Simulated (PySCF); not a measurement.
HO₃W (SMILES [O]=[W+](=[O])[OH]), charge +1, singlet, at a GFN2-xTB geometry (such geometries of metal compounds can be far from the true shape) (the multiplicity is a formal guess) (core potentials on W). Base run: PySCF with M062X/def2-SVP.

PySCF was given this input:
```python
from pyscf import gto, scf, dft, solvent

mol = gto.Mole()
mol.atom = '''
    W     0.074009    0.072656    0.097641
    O     1.383395   -0.652775   -0.783605
    O    -0.725361   -1.074374    1.128497
    O    -1.122105    0.892005   -1.040831
    H    -1.764103    1.304607   -1.657882
'''
mol.basis = 'def2-svp'
mol.ecp = {'W': 'def2-svp'}
mol.charge = 1
mol.spin = 0
mol.verbose = 3
mol.build()

mf = dft.RKS(mol)
mf.xc = 'm062x'
mf.kernel()
mf.analyze()
```

Variants of this job, named by their change:

```json
[
 {"change": "base", "ΔE vs base (kJ/mol)": "0.00", "HOMO-LUMO gap (eV)": "6.62"},
 {"change": "model = IEF-PCM; solvent = toluene", "ΔE vs base (kJ/mol)": "-186.9", "HOMO-LUMO gap (eV)": "6.92"},
 {"change": "model = ddCOSMO; solvent = chloroform", "ΔE vs base (kJ/mol)": "-464.3", "HOMO-LUMO gap (eV)": "7.80"},
 {"change": "model = SS(V)PE; solvent = chloroform", "ΔE vs base (kJ/mol)": "-255.1", "HOMO-LUMO gap (eV)": "7.07"},
 {"change": "model = IEF-PCM; solvent = chloroform; vdw_scale = 1.4", "ΔE vs base (kJ/mol)": "-210.5", "HOMO-LUMO gap (eV)": "6.91"},
 {"change": "model = IEF-PCM; solvent = chloroform; lebedev_order = 41", "ΔE vs base (kJ/mol)": "-260.8", "HOMO-LUMO gap (eV)": "7.07"},
 {"change": "model = IEF-PCM; solvent = chloroform", "ΔE vs base (kJ/mol)": "-261.0", "HOMO-LUMO gap (eV)": "7.07"},
 {"change": "model = IEF-PCM; solvent = chloroform; lebedev_order = 11", "ΔE vs base (kJ/mol)": "-261.1", "HOMO-LUMO gap (eV)": "7.06"},
 {"change": "model = IEF-PCM; solvent = methanol", "ΔE vs base (kJ/mol)": "-329.7", "HOMO-LUMO gap (eV)": "7.24"},
 {"change": "model = IEF-PCM; solvent = chloroform; r_probe = 0.5", "ΔE vs base (kJ/mol)": "?", "HOMO-LUMO gap (eV)": "?"},
 {"change": "model = IEF-PCM; solvent = chloroform; vdw_scale = 1.0", "ΔE vs base (kJ/mol)": "?", "HOMO-LUMO gap (eV)": "?"},
 {"change": "model = IEF-PCM; solvent = 2-propanol", "ΔE vs base (kJ/mol)": "?", "HOMO-LUMO gap (eV)": "?"}
]
```

**Question.** Fill in the missing entries.

**Answer.** 
- model = IEF-PCM; solvent = chloroform; r_probe = 0.5, ΔE vs base (kJ/mol): -196.6
- model = IEF-PCM; solvent = chloroform; r_probe = 0.5, HOMO-LUMO gap (eV): 6.88
- model = IEF-PCM; solvent = chloroform; vdw_scale = 1.0, ΔE vs base (kJ/mol): -361.8
- model = IEF-PCM; solvent = chloroform; vdw_scale = 1.0, HOMO-LUMO gap (eV): 7.35
- model = IEF-PCM; solvent = 2-propanol, ΔE vs base (kJ/mol): -321.4
- model = IEF-PCM; solvent = 2-propanol, HOMO-LUMO gap (eV): 7.22

The base is the gas phase, so ΔE is the electrostatic part of solvation at a fixed geometry, without cavity and dispersion terms.
